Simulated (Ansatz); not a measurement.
A nudged elastic band was laid between two geometries of CH₈AlClSi₂ (13 atoms, charge 0, multiplicity 1).

The calculation used RKS PBE0/cc-pVDZ (Ansatz).

| Item | Value |
| --- | --- |
| movable images | 5 |
| climbing image | from the first iteration |
| spring | 5.0 eV/Å² |
| optimiser | lbfgs |
| start path | through a guess of the saddle point |
| force threshold | 0.05 eV/Å |
| iteration limit | 44 |
| end points | relaxed |

First end point:

```xyz
13
Properties=species:S:1:pos:R:3
Si -1.355 0.891 1.479
C 0.383 0.149 1.398
Al 0.646 -1.169 -0.035
Si 1.096 -0.414 -2.336
Cl -0.874 -0.325 -3.124
H -1.485 1.860 2.619
H -1.674 1.614 0.204
H -2.377 -0.192 1.669
H 1.088 0.990 1.271
H 0.588 -0.326 2.374
H 0.446 -2.730 0.238
H 1.863 -1.343 -3.230
H 1.674 0.960 -2.511
```

Last end point:

```xyz
13
Properties=species:S:1:pos:R:3
Si -1.348 0.939 1.478
C 0.435 0.327 1.339
Al 0.708 -1.118 0.035
Si 1.026 -0.585 -2.349
Cl -0.979 -0.651 -3.048
H -2.260 -0.193 1.853
H -1.482 2.012 2.519
H -1.813 1.494 0.163
H 1.061 1.199 1.076
H 0.742 -0.026 2.340
H 0.599 -2.649 0.477
H 1.793 -1.570 -3.182
H 1.539 0.786 -2.685
```

(1) Which bonds break or form, and what moves?

(2) Give the energies along the band, and the barrier.

(3) What is the geometry of the highest image?

The band took 29 iterations and about 24 core-minutes.

Results:

(1) No bond is made or broken. The dihedral H7–Si1–C2–Al3 goes from -61 to 178°.

(2) The forces met the threshold. The highest image is number 3 of 0 to 6, 0.050 eV above the ends, which have the same energy within 2 meV. The order of the stationary point at the top wasn't checked.

| image | path coordinate (Å) | energy (eV) | dihedral H7–Si1–C2–Al3 (°) |
| --- | --- | --- | --- |
| 0 | 0.00 | 0.000 | -61 |
| 1 | 0.96 | 0.008 | -79 |
| 2 | 1.92 | 0.031 | -103 |
| 3 | 2.88 | 0.050 | -127 |
| 4 | 3.72 | 0.031 | -148 |
| 5 | 4.55 | 0.009 | -167 |
| 6 | 5.39 | 0.000 | 178 |

(3) 
```xyz
13
Properties=species:S:1:pos:R:3
Si -1.368 0.884 1.403
C 0.448 0.319 1.369
Al 0.760 -1.137 0.088
Si 0.980 -0.586 -2.317
Cl -0.981 -0.065 -2.925
H -2.009 0.529 2.711
H -1.466 2.366 1.195
H -2.174 0.224 0.318
H 1.059 1.196 1.089
H 0.745 0.014 2.387
H 0.777 -2.665 0.557
H 1.406 -1.712 -3.212
H 1.843 0.598 -2.647
```

Time of the run: 13 min on 2 threads of Intel(R) Xeon(R) CPU @ 2.80GHz (Skylake/Cascade Lake) (shared host), peak memory 0.39 GiB.
